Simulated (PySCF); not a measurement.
CH6ClGeN, SMILES [Cl][Ge@H]([CH3])[NH2]. Geometry optimised at PBE-D3(BJ)/def2-SVP. The structure was generated by enumeration; whether it is a known compound was not checked. The values are those of a single conformer.

Computed equilibrium geometry at PBE-D3(BJ)/def2-SVP (PySCF confirms it by a frequency run) as bond lengths and angles (one conformer of several):
Atoms: C1 Ge2 N3 Cl4 H5 H6 H7 H8 H9 H10. Bonds (Å): C1–Ge2 1.950, C1–H5 1.107, C1–H6 1.107, C1–H7 1.106, Ge2–N3 1.841, Ge2–Cl4 2.213, Ge2–H8 1.548, N3–H9 1.027, N3–H10 1.027. Bond angles (°): Ge2–C1–H5 109.8, Ge2–C1–H6 109.7, Ge2–C1–H7 109.9, H5–C1–H6 109.2, H5–C1–H7 109.5, H6–C1–H7 108.6, C1–Ge2–N3 109.0, C1–Ge2–Cl4 106.6, C1–Ge2–H8 115.5, N3–Ge2–Cl4 112.6, N3–Ge2–H8 107.3, Cl4–Ge2–H8 106.1, Ge2–N3–H9 113.2, Ge2–N3–H10 113.5, H9–N3–H10 107.6.
Charge 0, spin multiplicity 1.
